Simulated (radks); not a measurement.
Results of a calculation; reference values are marked as such.
Effect of the nuclear size on the erbium ion Er3+, [Xe] 4f11. Level of theory: Dirac Kohn-Sham, relativistic LDA (MacDonald-Vosko exchange, VWN5 correlation), spin-unpolarised, spherical densities, finite nucleus; open shells fill j = l - 1/2 first; Fermi nuclear charge, rms radius 5.2516 fm (a radial shooting solver on a logarithmic mesh with Libxc functionals). The rms radius is varied about that value; shifts are against it.

| rms radius (fm) | total energy shift (eV) | density at nucleus (e/bohr^3) | 1s1/2 shift (meV) | 2s1/2 shift (meV) | 4p1/2 shift (meV) | 5s1/2 shift (meV) | 5p1/2 shift (meV) | 4f7/2 shift (meV) | 6s1/2 (empty) shift (meV) |
|---|---|---|---|---|---|---|---|---|---|
| 4.2643 | -10.9 | 9.143e+05 | -4440 | -593 | 0.258 | -5.07 | 0.160 | 0.638 | -0.912 |
| 4.7737 | -5.48 | 8.849e+05 | -2230 | -298 | 0.129 | -2.55 | 0.080 | 0.321 | -0.458 |
| 5.2516 | 0 | 8.609e+05 | 0.000 | 0.000 | 0.000 | 0.000 | 0.000 | 0.000 | 0.000 |
| 5.6717 | 5.12 | 8.419e+05 | 2090 | 279 | -0.120 | 2.38 | -0.075 | -0.300 | 0.428 |
| 6.4017 | 14.7 | 8.129e+05 | 5980 | 799 | -0.340 | 6.83 | -0.215 | -0.859 | 1.23 |

Slopes of the eigenvalues against <r^2> in GHz/fm^2, as finite differences over the two radii next to the reference (eigenvalue slopes, not the field-shift constants of lines): 1s1/2 111000, 2s1/2 14900, 4p1/2 -6.41, 5s1/2 127, 5p1/2 -4.01, 4f7/2 -16.0, 6s1/2 (empty) 22.9.
